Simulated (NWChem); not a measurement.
silacyclobutane (C3H8Si); SMILES C1C[SiH2]C1

```xyz
12

C     -0.1939     1.3395     0.0000
C      0.1580     0.4158    -1.1982
Si    -0.0693    -1.0380     0.0000
C      0.1580     0.4158     1.1982
H      0.3197     2.3160     0.0000
H     -1.2761     1.5503     0.0000
H      1.2172     0.5213    -1.4850
H     -0.4572     0.5257    -2.1023
H     -1.4563    -1.6006     0.0000
H      0.9021    -2.1780     0.0000
H      1.2172     0.5213     1.4850
H     -0.4572     0.5257     2.1023
```
Atoms are numbered in this order, from 1.

Level: PBE0/def2-SVP (NWChem), optimised geometry, unscaled harmonic frequencies. 

Q: List the harmonic frequencies with IR intensities, and the thermochemistry.

A: 
| frequency (cm⁻¹) | IR intensity (km/mol) |
|---|---|
| 158 | 0.4 |
| 408 | 4.3 |
| 505 | 0.1 |
| 545 | 20.9 |
| 653 | 2.0 |
| 676 | 18.2 |
| 741 | 19.1 |
| 813 | 120.4 |
| 832 | 10.5 |
| 900 | 31.3 |
| 931 | 14.7 |
| 958 | 100.4 |
| 976 | 6.6 |
| 986 | 3.4 |
| 1083 | 1.3 |
| 1157 | 22.6 |
| 1209 | 1.7 |
| 1240 | 1.2 |
| 1290 | 1.0 |
| 1409 | 8.3 |
| 1428 | 5.9 |
| 1467 | 1.5 |
| 2212 | 146.0 |
| 2220 | 132.0 |
| 3058 | 39.6 |
| 3086 | 14.3 |
| 3086 | 2.4 |
| 3115 | 17.6 |
| 3164 | 8.7 |
| 3164 | 8.3 |

```json
{
  "zero_point_energy": "62.1 kcal/mol",
  "thermal correction to the enthalpy at 298.15 K (with zero-point energy)": "65.8 kcal/mol",
  "heat capacity Cv": "19.0 cal/(mol K)",
  "entropy at 298.15 K and 1 atm (symmetry number 1)": "70.3 cal/(mol K)",
  "dipole_moment": "0.46 D"
}
```

Rigid rotor and harmonic oscillator.
